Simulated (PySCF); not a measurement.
Working out the ionisation energy of Fe⁹⁺

Fe⁹⁺ [Ne] 3s2 3p5 (2P) → Fe¹⁰⁺ [Ne] 3s2 3p4 (3P). All numbers are calculated (PySCF 2.14, no relativity, point nucleus, in an even-tempered Gaussian basis (18 s from 0.4 bohr⁻², ratio 2.5; 12 p from 0.52 bohr⁻², ratio 2.5; 5 d from 4.4 bohr⁻², ratio 2.7; 4 f from 6.5 bohr⁻², ratio 2.7)). Frozen: 1s2; the 21 highest virtual orbitals dropped. Energies in hartree (1 hartree = 27.21139 eV):

| part | Fe⁹⁺ (lower) | Fe¹⁰⁺ (upper) |
| --- | --- | --- |
| UHF | -1233.596795 | -1224.045350 |
| MP2 opposite-spin | -0.392900 | -0.369032 |
| MP2 same-spin | -0.145066 | -0.135644 |

Problem. What does Hartree-Fock give?

Solution. (-1224.045350) − (-1233.596795) = 9.551445 hartree = 259.908 eV.

Problem. What do MP2 and SCS-MP2 (6/5 opposite-spin, 1/3 same-spin) give?

Solution. The opposite-spin parts differ by 0.649 eV and the same-spin parts by 0.256 eV. MP2: 259.908 + (0.649) + (0.256) = 260.813 eV. SCS-MP2: 259.908 + 1.2 × (0.649) + (0.256)/3 = 260.772 eV.

A first-order spin-orbit estimate adds -0.029 eV to MP2 (outer shells), giving 260.784 eV against 262.1 ± 0.12 eV (semi-empirical (NIST evaluation); NIST Atomic Spectra Database, ionization energies).

The calculation is non-relativistic.

What remains against the reference includes basis incompleteness, the frozen core and correlation beyond second order.
